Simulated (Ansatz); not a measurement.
Reaction (ligand exchange at a B–Cl bond): `CC1=CC(C)=[O+][B-](O)(Cl)O1` + H–F → `CC1=CC(C)=[O+][B-](O)(F)O1` + HCl

Program: Ansatz. Geometries: PBE0-D4/def2-TZVP. ΔE: electronic, gas phase. CCSD(T)/CBS is the MP2 limit (def2-TZVPP, def2-QZVPP) plus CCSD(T) − MP2 in def2-TZVPP, frozen cores. This one scheme is used for every species. DFT in def2-TZVPP. B3LYP here is the variant with VWN-RPA as its local correlation; programs differ in this. One conformer a species, not always the lowest.

```csv
level,ΔE (kJ/mol)
B3LYP-D4,-58.8
BHLYP-D4,-62.9
```

Q: What does CCSD(T)/CBS give? (An estimate is asked.)

A: Computed: -51.7 kJ/mol. The listed levels differ from it by -7.1, -11.2 kJ/mol.

Largest T1 diagnostic among the species: 0.016.

The D4 term adds +10.3 kJ/mol with B3LYP and +5.7 kJ/mol with PBE0; it sums over pairs of atoms, weighted by their polarisabilities, and B3LYP, whose exchange is more repulsive, gets the larger term. At CCSD(T), def2-SVP lies −19.5 kJ/mol from the extrapolated value and def2-TZVPP −6.5 kJ/mol. Leaving LDA and LC-ωPBE aside and taking each functional with its dispersion term where it has one, the values, not all of them listed here, spread over 20.6 kJ/mol, from CAM-B3LYP-D4 to revPBE-D4.

CCSD(T)/CBS has its own doubt, a few kJ/mol and more with outer-core shells, so smaller differences from it don't rank the levels.
